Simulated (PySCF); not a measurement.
CH6GeO2Si, SMILES [SiH2]1[O][GeH]([O]1)[CH3].

Geometry optimised at PBE0-D3(BJ)/def2-SVP. This is a generated structure with no PubChem entry under its InChIKey; it may be hypothetical.

Two levels are set side by side: TDA-PBE/def2-SVPD (PySCF) and TDA-PBE0/def2-SVPD (PySCF). Vertical, same geometry. The lowest singlet is HOMO→LUMO 100 % with PBE and HOMO→LUMO 98 % with the other functional; states are paired by order. Differences are taken from unrounded values.

```csv
quantity,TDA-PBE0,TDA-PBE,TDA-PBE minus TDA-PBE0
lowest singlet excitation (eV),6.23,5.40,-0.82
lowest triplet excitation (TDA) (eV),5.94,5.21,-0.73
first bright state (f over 0.05) (eV),7.80,6.82,-0.98
its oscillator strength,0.05,0.07,0.02
```

A lower first singlet is the usual sign of a functional without exact exchange. Differences between two approximate levels are no errors against the true value.

Rough cost on one machine, each run with all the roots and properties that it gave: TDA-PBE0 against TDA-PBE about 2 times.
